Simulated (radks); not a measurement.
Results of a calculation; reference values are marked as such.
Species: Cl IV. Configuration: [Ne] 3s2 3p(up 2, down 0).

Level of theory: scalar-relativistic Kohn-Sham, r2SCAN, spin-polarised, spherical densities, finite nucleus; meta-GGA in the generalised Kohn-Sham scheme; Fermi nuclear charge, rms radius 3.3654 fm (a radial shooting solver on a logarithmic mesh with Libxc functionals).

Energy parts (hartree):
total: -458.78011
kinetic: 460.95971
electron-nucleus: -1071.86099
Hartree: 179.14751
exchange-correlation: -27.02635

Orbitals (lengths in bohr, moments of r in powers of bohr; r(max) is where P^2 peaks):
| orbital | occ. | eigenvalue (hartree) | r(max) | <r> | <r^4> |
|---|---|---|---|---|---|
| 1s up | 1 | -103.3564 | 0.05948 | 0.09097 | 0.0003213 |
| 1s down | 1 | -103.3328 | 0.05948 | 0.09095 | 0.0003210 |
| 2s up | 1 | -11.13310 | 0.3607 | 0.4416 | 0.09686 |
| 2s down | 1 | -11.11931 | 0.3610 | 0.4416 | 0.09603 |
| 2p up | 3 | -8.82079 | 0.3013 | 0.4050 | 0.08903 |
| 2p down | 3 | -8.79353 | 0.3018 | 0.4050 | 0.08803 |
| 3s up | 1 | -2.25427 | 1.229 | 1.397 | 7.682 |
| 3s down | 1 | -2.09694 | 1.227 | 1.407 | 8.033 |
| 3p up | 2 | -1.71889 | 1.310 | 1.510 | 11.12 |
| 3p down | 0 | -1.57071 | 1.310 | 1.526 | 11.75 |

The highest occupied level is 3p up at -46.773 eV. The electron density at the nucleus is 3607 e/bohr^3 (large components only). The density falls to 0.001 e/bohr^3 at r = 3.03 bohr. The spin density at the nucleus is 0.0591 e/bohr^3 (1s -0.4897, 2s 0.3895, 3s 0.1593). Summed over all electrons, <r^2> = 11.46 bohr^2, which gives a Langevin (diamagnetic) susceptibility term of -9.08 x 10^-6 cm^3/mol.
